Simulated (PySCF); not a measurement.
Working with the constants of TmF

PBE0 constants of TmF, triplet, about 12.6 electrons in the 4f shell (Mulliken), real f orbitals that mix terms (Tm x2c-SVPall, F x2c-SVPall; spin-free X2C with a Gaussian nucleus (PySCF 2.14); masses 168.9342 and 18.9984 u):

```
ωe                      : 557.2 cm⁻¹
ωexe                    : 2.32 cm⁻¹
Be                      : 0.25542 cm⁻¹
αe                      : 0.00150 cm⁻¹
De to Tm (4f13 6s2) + F : 5.26 eV
```

**Question.** What force constant and bond length do these constants imply?

**Answer.** Reduced mass μred = 17.078 u; k = 5.8918×10⁻⁷·μred·ωe² (u, cm⁻¹, mdyn/Å) = 3.12 mdyn/Å; Re = √(16.8576/(μred·Be)) (u, cm⁻¹, Å) = 1.966 Å.

**Question.** Estimate the centrifugal constant D from the Kratzer relation and find the Dunham coefficient a1.

**Answer.** D = 4Be³/ωe² = 2.15e-07 cm⁻¹; a1 = −1 − αeωe/(6Be²) = -3.14.

These are scalar-relativistic numbers at best; spin–orbit coupling would shift them, the dissociation energy most. The state is the lowest single determinant that the PBE0 search found; with open d or f shells the true ground state can be another one.
